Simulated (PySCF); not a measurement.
# Electron correlation in Ar+ (argon, charge +1)

[Ne] 3s2 3p5, 2P determinant. All numbers are calculated (PySCF 2.14, the non-relativistic Hamiltonian (point nucleus), in 6-31G*). Frozen: [Ne]; 7 electrons correlated.

MP2 pair energies summed by pair of shells (mhartree):

| pair | energy | share (%) |
| --- | --- | --- |
| 3p-3p | -74.54 | 67.8 |
| 3s-3p | -28.61 | 26.0 |
| 3s-3s | -6.72 | 6.1 |

Total MP2 correlation energy: -109.87 mhartree.

Same-spin part -27.38 and opposite-spin part -82.49 mhartree; SCS-MP2 scales them by 1/3 and 6/5 to -108.12 mhartree.

```csv
level,correlation energy (mhartree)
CCSD,-126.77
(T),-1.24
CCSD(T),-128.01
```

Diagnostics: T1 = 0.0043, D1 = 0.0153, largest double amplitude 0.049.

Cost of the coupled-cluster step: 0.1 s of wall time on 1 thread of Neoverse-V1 (shared host), for 7 correlated electrons.
